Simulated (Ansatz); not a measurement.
A calculation with Ansatz (development build ahead of 0.2.0).

```yaml
crystal:
  periodic: [false, false, false]
  atoms:
    - { symbol: F, position_ang: [0.0, 0.0, 0.0] }
basis:
  gaussian: { orbitals: cc-pVDZ }
total_charge: -1
hamiltonian:
  xc: hf
correlation:
  method: mp2
  frozen_orbitals: { F: 1 }
```

The input is written out in the form of the current development build from the run's settings.

The run gave:

```
Converged                       : yes
Reference energy                : -99.36598 hartree
Correlation energy              : -0.18861 hartree
Total energy                    : -99.55459 hartree
Spin squared of the determinant : 0.000
```

Caution: no diffuse functions for an anion.
